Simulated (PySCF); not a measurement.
C3H6BFO2, SMILES CCC(=O)B(O)F. Geometry optimised at PBE-D3(BJ)/def2-SVP. This is a generated structure with no PubChem entry under its InChIKey; it may be hypothetical. The values are those of a single conformer.

Give the equilibrium geometry at PBE-D3(BJ)/def2-SVP (PySCF confirms it by a frequency run) as Cartesian coordinates in Å, and its point group. (Estimate from the structure and the level; the computed values follow.)

This is not unique; one that fits is point group Cs.
```xyz
13

C      0.2016     2.7591     0.0000
C      0.7343     1.3326     0.0000
C     -0.3479     0.2648     0.0000
O     -1.5429     0.5499     0.0000
B      0.0993    -1.2900     0.0000
O      1.4165    -1.6146     0.0000
F     -0.8362    -2.2480     0.0000
H     -0.4336     2.9442     0.8887
H     -0.4336     2.9442    -0.8887
H      1.0266     3.4979     0.0000
H      1.3948     1.1279    -0.8746
H      1.3948     1.1279     0.8746
H      1.5628    -2.5809     0.0000
```
Charge 0, spin multiplicity 1.
